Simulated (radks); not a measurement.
The numbers below are computed, except where a source is named.
Coulomb parameter of the 4f shell of the praseodymium ion Pr3+ in the model configuration [Xe] 4f1 6s1, as a second difference U = [E(n + 1) + E(n - 1) - 2 E(n)] / (1)^2 with all orbitals relaxed. "Bare": the charge of the atom changes with n. "Screened": the 6s shell takes up the change at fixed total charge, which measures U(4f,4f) + U(6s,6s) - 2 U(4f,6s). Code: a radial shooting solver on a logarithmic mesh with Libxc functionals. Model: scalar-relativistic Kohn-Sham, PBEsol, spin-unpolarised, spherical densities, point nucleus.

| case | configuration | E - E(n) (eV) |
|---|---|---|
| start | [Xe] 4f1 6s1 | 0.000 |
| bare +1 | [Xe] 4f2 6s1 | -30.545 |
| bare -1 | [Xe] 6s1 | 49.562 |
| screened +1 | [Xe] 4f2 | -12.563 |
| screened -1 | [Xe] 6s2 | 20.607 |

U(bare) = 19.017 eV, U(screened by 6s) = 8.044 eV, against the Slater integral F0(4f,4f) = 26.762 eV with frozen orbitals.
